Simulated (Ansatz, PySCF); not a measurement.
C₂H₉FOSi₂, SMILES O[C@H]([SiH3])C[SiH2]F.

Geometry: B3LYP-D3(BJ)/def2-SVP. The structure was generated by enumeration; whether it is a known compound was not checked. Other conformers were not sampled.

Vertical ionisation energy (IE) and electron affinity (EA) in eV. Rows of orbital energies are one-electron estimates. Where ΔSCF, EOM or ADC give a negative EA the extra electron is unbound and the value depends on the basis.

```csv
level,IE,EA
"−ε(HOMO), −ε(LUMO), M06-2X/def2-TZVP (PySCF)",9.02,-0.55
"−ε(HOMO), −ε(LUMO), PBE/def2-TZVP (PySCF)",6.20,1.04
"ΔSCF, PBE0/def2-SVPD (Ansatz), final states of multiplicity 2 and 2",9.78,-1.12
"ΔSCF, PBE/def2-SVPD (Ansatz), final states of multiplicity 2 and 2",9.44,-0.86
```

**Question.** What vertical singlet–triplet gap does ΔSCF give with PBE0/def2-SVPD (Ansatz, a program for electronic structure) and with PBE/def2-SVPD (Ansatz)? (The exact figures need the calculation; the answer reports its results.)

**Answer.** 6.18 and 5.70 eV (triplet above singlet where positive).
